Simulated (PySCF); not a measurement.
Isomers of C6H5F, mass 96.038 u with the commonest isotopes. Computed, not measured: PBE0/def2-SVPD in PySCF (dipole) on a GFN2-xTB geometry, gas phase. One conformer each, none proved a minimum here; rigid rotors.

Problem. Order these by rotational constant C, largest first.
A. `C#C[C@@H]1C(=C)[C@@H]1F`
B. `C#C[C@H]1C(=CC1)F`
C. `[CH:1]#[C:2][C:3]1=[CH:4][C@@H:5]1[CH2:6][F:7]` with C4–C5–C6–F7 87°
D. `FC1=C[C@@H]2C=C[C@H]12`

Solution. D (2071 MHz), A (1725 MHz), B (1659 MHz), C (1174 MHz).

Problem. Order these by rotational constant A, smallest first.
A. `[CH:1]#[C:2][C:3]1=[CH:4][C@@H:5]1[CH2:6][F:7]` with C4–C5–C6–F7 87°
B. `C1(F)=C[C@H]2[C@@H]1C=C2`
C. `C#C[C@@H]1C([C@@H]1F)=C`
D. `C#C[C@@H]1CC=C1F`

Solution. C (3676 MHz), D (4201 MHz), B (6151 MHz), A (8201 MHz).

Problem. Order these by radius of gyration √(Σ m r²/M), largest first.
A. `[CH:1]#[C:2][C:3]1=[CH:4][C@@H:5]1[CH2:6][F:7]` with C4–C5–C6–F7 87°
B. `FC1=C[C@@H]2C=C[C@H]12`
C. `C#C[C@@H]1CC=C1F`

Solution. A (2.140 Å), C (1.825 Å), B (1.658 Å).

| SMILES | point group | Ia (u·Å²) | Ib (u·Å²) | Ic (u·Å²) | κ | μa (D) | μb (D) | μc (D) |
| --- | --- | --- | --- | --- | --- | --- | --- | --- |
| C#C[C@@H]1CC=C1F | C1 | 120.31 | 214.74 | 304.69 | -0.45 | 0.06 | 1.71 | 0.15 |
| C#C[C@@H]1C(=C)[C@@H]1F | C1 | 137.49 | 215.26 | 292.93 | -0.36 | 0.95 | 1.28 | 1.11 |
| C#CC1=C[C@@H]1CF | C1 | 61.62 | 387.30 | 430.61 | -0.96 | 2.02 | 0.08 | 0.14 |
| FC1=C[C@@H]2C=C[C@H]12 | C1 | 82.16 | 201.76 | 243.99 | -0.79 | 1.51 | 0.44 | 0.26 |
